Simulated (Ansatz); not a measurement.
`[F][GaH][B](S)Cl` + H–F → `[F][GaH][F]` + `SBCl` at 500 K and 1 bar (cleavage of the Ga–B bond).

Computed with Ansatz on PBE0-D4/def2-TZVP structures; ΔE is electronic, products minus reactants. CCSD(T)/CBS is the MP2 limit (def2-TZVPP, def2-QZVPP) plus CCSD(T) − MP2 in def2-TZVPP, frozen cores. This one scheme is used for every species. For Ga outer-core shells are correlated without core-valence functions, which leaves a few kJ/mol of doubt a bond. Scalar relativity is left out up to krypton. Each species was taken in one conformer, which may not be the lowest.

```tsv
species	CCSD(T)/CBS energy (Eh)	H − E (kJ/mol)	S (J/(mol·K))
`[F][GaH][B](S)Cl`	-2907.38627	109.5	428.8
H–F	-100.39570	39.4	188.7
`[F][GaH][F]`	-2124.20216	54.3	310.4
`SBCl`	-883.61129	88.8	313.7
```

H − E and S are ideal-gas, rigid-rotor, harmonic terms from PBE0-D4/def2-TZVP, for one conformer and one mirror image of each species. 1 Eh = 2625.50 kJ/mol, R = 8.31446 J/(mol·K).

**Question.** By hand: ΔE, ΔH, ΔS and ΔG.

**Answer.** ΔE = (-2124.20216) + (-883.61129) − (-2907.38627) − (-100.39570) = -0.03148 Eh = -82.7 kJ/mol. Δ(H − E) = 54.3 + 88.8 − 109.5 − 39.4 = -5.8, so ΔH = -88.5 kJ/mol. ΔS = 310.4 + 313.7 − 428.8 − 188.7 = 6.6 J/(mol·K). ΔG = -88.5 − 500 × (6.6)/1000 = -91.8 kJ/mol.

**Question.** By hand: the equilibrium constant, and the temperature at which ΔG would vanish if ΔH and ΔS stayed fixed.

**Answer.** log₁₀ K = −ΔG/(RT ln 10) = 9.6. ΔH and −TΔS have one sign here, so there is no such temperature.

The number of gas molecules stays the same, so ΔS is small and ΔH decides. A doubt of 5 kJ/mol in ΔE shifts log₁₀ K by 0.5 here. Other conformers and mirror images would add mixing entropy, several J/(mol·K) or more a flexible species. Modes under 60 cm⁻¹, often nearly free rotors, make the harmonic entropy too high. These are equilibria of isolated gas molecules and say nothing of rates. Largest T1 diagnostic: 0.015 (customary marks: 0.02 for closed shells, 0.045 for open ones).

ΔS is within the doubt of such terms, so its sign, and with it that verdict, could turn.
